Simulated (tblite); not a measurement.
Compound: C₅H₂F₅O (doublet state).
Z-matrix (Å and degrees, GFN2-xTB geometry), rows numbered from 1:
```
O 
C   1  1.1903
C   2  1.5532  1  122.83
C   3  1.4888  2  103.27  1   100.90
F   4  1.3302  3  117.80  2   -76.01
F   4  1.3308  3  119.37  2    62.10
C   3  1.4963  2  110.37  1  -137.02
F   7  1.3422  3  116.00  2   -56.95
C   7  1.3303  3  124.75  2   120.15
F   9  1.3170  7  125.93  3  -177.84
F   9  1.3238  7  122.76  3     2.79
H   2  1.0996  1  124.58  3   175.24
H   3  1.0934  2  109.60  1   -14.64
```

Method: GFN2-xTB as coded in tblite; computed harmonic values from a numerical Hessian at the method's own geometry, unscaled. Errors from tens to a few hundred cm⁻¹ against measured bands are possible. One conformer, not necessarily the lowest. Open shells enter through the occupations alone, without spin polarisation, and single modes of such species can be off by tens of per cent.

Harmonic wavenumbers (cm⁻¹): 30.1, 60.6, 74.2, 98.8, 119.9, 180.1, 210.5, 230.5, 290.1, 318.6, 396.5, 433.6, 437.1, 460.1, 503.5, 518.9, 601.0, 831.6, 859.6, 897.1, 945.9, 1051.1, 1132.2, 1196.6, 1221.6, 1225.7, 1243.4, 1287.1, 1325.2, 1768.4, 1788.0, 2853.3, 2982.7.

A = 1583, B = 665.4, C = 618.8 MHz; mass 173.003 u (most abundant isotopes); point group C1, symmetry number 1; spin multiplicity 2.

Question: What is the zero-point energy?

Answer: Half the sum of the wavenumbers: 13787 cm⁻¹ = 164.93 kJ/mol.

Question: What is S at 350 K and 1 bar for an ideal gas of classical rigid rotors and harmonic oscillators?

Answer: Translation 176.46, rotation 129.94, vibration 172.88, spin (R ln 2) 5.76: S = 485.0 J/(mol K).

Question: And Cp and H(350 K) − H(0)?

Answer: Cp = 179.66 J/(mol K), of which vibrations give 146.40 (their classical limit is 33 R = 274.4); H(350 K) − H(0) = 41.11 kJ/mol without the zero-point energy, 29.47 from vibrations.

Question: What must be added to the electronic energy to get the Gibbs energy at 350 K and 1 bar?

Answer: ZPE + [H(350 K) − H(0)] − T·S = 164.93 + 41.11 − 169.77 = 36.27 kJ/mol.

Question: Blend soft modes into free rotors: weight 1/[1 + (100 cm⁻¹/ν̃)⁴] for the oscillator and the rest for a rotor with moment μB/(μ + B), μ = h/(8π²ν), B = 10⁻⁴⁴ kg m². What vibrational entropy results?

Answer: 154.47 J/(mol K) in place of 172.88, which changes −T·S at 350 K by +6.45 kJ/mol.

Hindered rotation and anharmonicity are outside this model. Other conformers, if any are populated, would add a mixing term that is left out. The structure is chiral; the term R ln 2 for an equal mix with its mirror image is left out.

Time: 0.66 s wall. Hardware: one thread, Arm Neoverse N1 (aarch64), no GPU, on a shared host. This covers the Hessian and the dipole derivatives.
